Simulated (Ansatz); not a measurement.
A search over several starts for the lowest SCF solution of Cs2Br2 at the given spin, in a small basis.

```yaml
crystal:
  periodic: [false, false, false]
  atoms:
    - {symbol: Cs, position_ang: [-1.378673, 1.021652, 2.723969]}
    - {symbol: Cs, position_ang: [1.620476, -0.885407, -2.637135]}
    - {symbol: Br, position_ang: [-0.568228, 1.164670, -0.732224]}
    - {symbol: Br, position_ang: [0.326416, -1.300904, 0.645389]}
basis:
  gaussian: {orbitals: def2-SVP, initial_orbitals: start.molden}
magnetization: {spin_polarized: true, initial_magnetization: 2}
hamiltonian: {xc: pbe0, dispersion: d4}
output: {orbitals: {seedname: orbitals}}
```

The file start.molden holds the orbitals of an earlier run on this structure, at another level or in another basis.

```sh
$ ansatz run in.yaml --threads 4 --pin off --events-out ev --progress --plain --max-ram 3916MiB
```

Output, abridged:

```
Functional definition: PBE0
  name "PBE0"
  cite "Adamo & Barone, J. Chem. Phys. 110, 6158 (1999) doi:10.1063/1.478522"
  cite "Perdew, Burke & Ernzerhof, Phys. Rev. Lett. 77, 3865 (1996) doi:10.1103/PhysRevLett.77.3865"
  parent pbe
  parameter a = 0.25
  parameter kappa = 0.804
  parameter beta = 0.06672455060314922
  exchange = (1 - a)*pbe_x(kappa = kappa, mu = beta*pi^2/3) + a*exact_x
  correlation = pbe_c(beta = beta)
1062 factors; integrals over basis functions are off by at most 2.1e-4 eV
mean field evaluation 1: about -141158.7801 eV, gradient 5.0e0 eV
mean field evaluation 2: about -141158.8454 eV, gradient 1.0e-1 eV
mean field evaluation 4: about -141158.8851 eV, gradient 3.0e-3 eV
mean field evaluation 8: about -141158.8851 eV, gradient 7.2e-6 eV
mean field evaluation 16: about -141158.8849 eV, gradient 4.5e-2 eV
mean field evaluation 32: about -141157.8153 eV, gradient 8.3e-1 eV
mean field -141158.88508820 eV, -5187.4933460623 hartree, gradient 1.3e-5 eV, S^2 2.002967; 9 other end points of the search recorded, 0 dependent functions left out
reference -141158.88513158 eV, -5187.4933476566 hartree; 45, 43 occupied and 67, 69 virtual orbitals, 1062 factors
Total energy: -141158.99705675 eV, -5187.4974608310 hartree
```

Hardware: 4 threads of Arm Neoverse N1 on a shared host. Wall time 25 s, peak host memory 0.63 GiB.

Other converged states that the search met: 0.18 eV higher (⟨S²⟩ = 2.00).

In the def2 sets Cs takes a core potential; there is no spin–orbit coupling. In the triplet, Br3 and Br4 lie 2.96 Å apart (atoms count from 1), so these atoms are partly bonded to each other. At PBE0-D4/def2-TZVP a singlet of charge 0 lies 3.88 eV below the triplet, each at its own geometry. The structure comes from a short search, and lower isomers may exist.
